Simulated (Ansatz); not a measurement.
C2H7GaN, SMILES `[CH2][N](C)[GaH2]` radical. Total charge 0; spin multiplicity 2.

Z-matrix (Å, degrees):
```
C
N 1 1.452
H 1 1.096 2 110.8
H 1 1.090 2 110.3 3 120.0
H 1 1.096 2 110.8 3 -119.9
Ga 2 1.859 1 120.0 3 -120.3
C 2 1.352 1 115.4 3 59.8
H 6 1.557 2 113.7 1 0.1
H 6 1.556 2 115.2 1 -179.9
H 7 1.081 2 119.4 1 180.0
H 7 1.082 2 120.0 1 -0.2
```

List the harmonic frequencies (cm⁻¹, unscaled) at PBE0-D4/def2-TZVP in Ansatz. (An estimate is asked.)

Ansatz gave: 169, 221, 237, 303, 336, 366, 477, 507, 508, 579, 707, 1004, 1099, 1130, 1271, 1301, 1443, 1477, 1492, 1512, 2009, 2020, 3017, 3071, 3136, 3167, 3284.

Is this a minimum?

Yes, all 27 modes are real.

Give the ideal-gas thermochemistry at 298.15 K and 1 bar (rigid rotor, harmonic oscillator; point group Cs, symmetry number 1).

Zero-point energy 214.4 kJ/mol; H(298) − E = 234.5 kJ/mol; entropy 337.0 J/(mol·K), of which translation 168.0, rotation 108.6, vibration 54.6, electronic 5.8; G(298) − E = 134.0 kJ/mol.

Rotational constants (cm⁻¹)?

0.3202, 0.1008, 0.07776.
